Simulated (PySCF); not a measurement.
Os⁺: ionisation energy

Os⁺ [Xe] 4f14 5d6 6s1 (6D) → Os²⁺ [Xe] 4f14 5d6 (5D), as a difference of total energies. All numbers are calculated (PySCF 2.14, the spin-free X2C one-electron Hamiltonian (Gaussian nucleus), in x2c-TZVPPall with one added diffuse shell each of s, p, d, f type (12s8p8d4f1g, 113 functions)). Correlated levels: valence: [Xe] 4f14 frozen. The calculations carry no spin-orbit coupling.

| method | ionisation energy (eV) |
| --- | --- |
| UHF | 16.056 |
| LDA | 17.923 |
| PBE | 17.606 |
| PBE0 | 17.328 |
| r2SCAN | 17.673 |
| MP2 (valence) | 16.853 |
| SCS-MP2 (valence) | 16.509 |

How much does correlation contribute at MP2 (valence)?

16.853 − (16.056) = 0.797 eV, measured against UHF.

A first-order spin-orbit estimate (lowest level to lowest level, LS coupling) adds -0.022 eV.

Errors of the correlated levels include the incompleteness of this basis and the frozen core.

For comparison: 17 ± 1 eV (semi-empirical (NIST evaluation); NIST Atomic Spectra Database, ionization energies).
